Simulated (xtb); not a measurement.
xtb input (GFN1-xTB):

```bash
xtb mol.xyz --gfn 1 --sp --chrg 1 --uhf 0
```
mol.xyz:
```
9

B     -0.12105367     0.11598729     0.00517552
F      0.27464937     1.36756221     0.03055710
N      1.09191448    -0.87832429    -0.04232871
N     -1.40558962    -0.34738968     0.01614962
H      1.67179141    -0.69189011    -0.86735317
H      1.70110036    -0.73436120     0.76998127
H     -2.18405702     0.29779238     0.04681999
H     -1.69241322    -1.31329343    -0.00377086
H      0.83272842    -1.86624623    -0.06331506
```

End of the output:

```
         :::::::::::::::::::::::::::::::::::::::::::::::::::::
         ::                     SUMMARY                     ::
         :::::::::::::::::::::::::::::::::::::::::::::::::::::
         :: total energy             -15.320762498313 Eh    ::
         :: gradient norm              0.018205023555 Eh/a0 ::
         :: HOMO-LUMO gap              6.737807314567 eV    ::
         ::.................................................::
         :: SCC energy               -15.464055614440 Eh    ::
         :: -> electrostatic           0.149650721079 Eh    ::
         :: repulsion energy           0.145265303893 Eh    ::
         :: dispersion energy         -0.001972187766 Eh    ::
         :: halogen bond corr.         0.000000000000 Eh    ::
         :: add. restraining           0.000000000000 Eh    ::
         :: total charge               1.000000000000 e     ::
         :::::::::::::::::::::::::::::::::::::::::::::::::::::

           -------------------------------------------------
          |                Property Printout                |
           -------------------------------------------------

    * Orbital Energies and Occupations

         #    Occupation            Energy/Eh            Energy/eV
      -------------------------------------------------------------
         1        2.0000           -1.0554080             -28.7191
         2        2.0000           -1.0504554             -28.5843
         3        2.0000           -0.9794461             -26.6521
         4        2.0000           -0.8395183             -22.8445
         5        2.0000           -0.8363494             -22.7582
         6        2.0000           -0.8354519             -22.7338
         7        2.0000           -0.7955875             -21.6490
         8        2.0000           -0.7626690             -20.7533
         9        2.0000           -0.7591807             -20.6584
        10        2.0000           -0.7521988             -20.4684
        11        2.0000           -0.7235443             -19.6886
        12        2.0000           -0.6629522             -18.0398 (HOMO)
        13                         -0.4153423             -11.3020 (LUMO)
        14                         -0.3974359             -10.8148
        15                         -0.3297605              -8.9732
        16                         -0.3088792              -8.4050
Note: The following floating-point exceptions are signalling: IEEE_DENORMAL
normal termination of xtb
        17                         -0.3071842              -8.3589
        18                         -0.2514480              -6.8422
        19                         -0.1785303              -4.8581
        20                         -0.0695870              -1.8936
        21                         -0.0382462              -1.0407
        22                         -0.0293290              -0.7981
        23                          0.1683850               4.5820
       ...                                ...                  ...
        26                          0.4694572              12.7746
      -------------------------------------------------------------
                  HL-Gap            0.2476099 Eh            6.7378 eV
             Fermi-level           -0.5391473 Eh          -14.6709 eV

  Mulliken/CM5 charges         n(s)   n(p)   n(d)
     1B     0.60323  0.51059   0.792  1.605  0.000
     2F    -0.24906 -0.19128   1.785  5.464  0.000
     3N    -0.32460 -0.86583   1.476  3.849  0.000
     4N    -0.43779 -0.81914   1.432  4.006  0.000
     5H     0.29251  0.48024   0.707  0.000  0.000
     6H     0.29251  0.48024   0.707  0.000  0.000
     7H     0.28421  0.47975   0.716  0.000  0.000
     8H     0.25962  0.45646   0.740  0.000  0.000
     9H     0.27937  0.46898   0.721  0.000  0.000

Wiberg/Mayer (AO) data.
largest (>0.10) Wiberg bond orders for each atom

 ---------------------------------------------------------------------------
     #   Z sym  total        # sym  WBO       # sym  WBO       # sym  WBO
 ---------------------------------------------------------------------------
     1   5 B    3.293 --     4 N    1.435     2 F    1.064     3 N    0.750
     2   9 F    1.179 --     1 B    1.064
     3   7 N    3.502 --     9 H    0.909     5 H    0.897     6 H    0.897
                             1 B    0.750
     4   7 N    3.327 --     1 B    1.435     8 H    0.907     7 H    0.891
     5   1 H    0.916 --     3 N    0.897
     6   1 H    0.916 --     3 N    0.897
     7   1 H    0.918 --     4 N    0.891
     8   1 H    0.931 --     4 N    0.907
     9   1 H    0.922 --     3 N    0.909
 ---------------------------------------------------------------------------

Topologies differ in total number of bonds
Writing topology from bond orders to xtbtopo.mol

 dipole moment from electron density (au)
     X       Y       Z
   0.7057  -2.2149  -0.0701  total (Debye):    5.911

           -------------------------------------------------
          | TOTAL ENERGY              -15.320762498313 Eh   |
          | GRADIENT NORM               0.018205023555 Eh/α |
          | HOMO-LUMO GAP               6.737807314567 eV   |
           -------------------------------------------------

------------------------------------------------------------------------
------------------------------------------------------------------------
 total:
 SCF:
```

It need not be the lowest isomer of its formula.
